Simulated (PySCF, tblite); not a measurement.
Isomers of C4H12NSi2 (doublet state), one GFN2-xTB conformer each. Single-point energies are computed at B3LYP/pcH-1 (PySCF, gas phase, no added dispersion term), electronic only. GFN2-xTB treats the open shell by occupation alone, and not every SCF solution was tested for stability.

Question: Rank them by B3LYP/pcH-1 energy, lowest first (kJ/mol).
A. `[SiH2:1][SiH2:2][NH:3][CH2:4][CH:5]1[CH2:6][CH2:7]1` (doublet state) with H–Si1–Si2–N3 159° and -70°, Si1–Si2–N3–C4 56°, Si2–N3–C4–C5 -157°, N3–C4–C5–C6 -159°
B. `[CH3:1][SiH2:2][N:3]([SiH3:4])[C@H:5]1[CH:6][CH2:7]1` (doublet state) with C1–Si2–N3–Si4 -69°, Si2–N3–C5–C6 173°
C. `[CH3:1][SiH:2][N:3]([SiH3:4])[CH:5]1[CH2:6][CH2:7]1` (doublet state) with C1–Si2–N3–Si4 -49°, Si2–N3–C5–C6 34°

Answer: C (0.0), A (48.8), B (60.9).

Neighbours under 21 kJ/mol apart ([SiH2][SiH2]NCC1CC1 and C[SiH2]N([SiH3])[C@H]1[CH]C1) can change places with a better method, another conformer or zero-point energy. GFN2-xTB itself gives, in the same order: 0.0, 67.7, 81.4. Both levels put the same isomer lowest; measured from each level's own lowest isomer, the values differ by up to 20.5 kJ/mol (C[SiH2]N([SiH3])[C@H]1[CH]C1: 81.4 against 60.9).

What happens when harmonic zero-point energies from GFN2-xTB frequencies are added?

```
                      SMILES  ZPE (kJ/mol)  electronic (kJ/mol)  with ZPE (kJ/mol)
        C[SiH]N([SiH3])C1CC1         381.1                  0.0                0.0
         [SiH2][SiH2]NCC1CC1         383.3                 48.8               51.0
C[SiH2]N([SiH3])[C@H]1[CH]C1         367.8                 60.9               47.6
```

The zero-point energies span 15.5 kJ/mol. The lowest isomer stays, but the order above it changes.
